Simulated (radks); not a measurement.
The numbers below are computed, except where a source is named.
Species: Pr2+. Configuration: [Xe] 4f2.5 6s0.5 (fractional occupations, a model configuration).

Code: a radial shooting solver on a logarithmic mesh with Libxc functionals. Model: non-relativistic Kohn-Sham, PBE, spin-polarised, spherical densities, point nucleus; open shells are filled with parallel spins first (spin-orbit coupling, left out, can overturn this in heavy ions); relativity is left out, which matters for an element this heavy.

Energy parts (eV):
| part | energy |
|---|---|
| total | -242807.29 |
| kinetic | 242729.67 |
| electron-nucleus | -574352.63 |
| Hartree | 94474.55 |
| exchange-correlation | -5658.88 |

Orbitals (lengths in bohr, moments of r in powers of bohr):
orbital  occ.  eigenvalue (eV)      <r^2>
1s up       1        -39711.04  0.0008854
1s down     1        -39711.04  0.0008854
2s up       1        -6210.753    0.01422
2s down     1        -6210.738    0.01422
2p up       3        -5881.136    0.01062
2p down     3        -5881.127    0.01062
3s up       1        -1350.933    0.09417
3s down     1        -1350.090    0.09410
3p up       3        -1207.697    0.08892
3p down     3        -1206.922    0.08884
3d up       5        -940.9356    0.07247
3d down     5        -940.3680    0.07238
4s up       1        -279.9252     0.4815
4s down     1        -277.9407     0.4813
4p up       3        -226.0773     0.5141
4p down     3        -224.0854     0.5139
4d up       5        -131.4267     0.6063
4d down     5        -129.4261     0.6067
4f up     2.5         -21.4940      1.307
4f down     0         -19.6907      1.370
5s up       1         -51.0755      2.730
5s down     1         -49.9734      2.767
5p up       3         -36.4809      3.436
5p down     3         -35.5658      3.486
6s up     0.5         -13.8224      16.06
6s down     0         -13.0624      15.57

The highest occupied level is 6s up at -13.822 eV. The configuration is held as typed, so some empty levels lie below it. Summed over all electrons, <r^2> = 49.21 bohr^2, which gives a Langevin (diamagnetic) susceptibility term of -39 x 10^-6 cm^3/mol.

Run on one thread of a shared host, so times are rough (Arm Neoverse V2): 0.2 s of CPU time, 0.2 s wall, 15 iterations on 2587 mesh points.
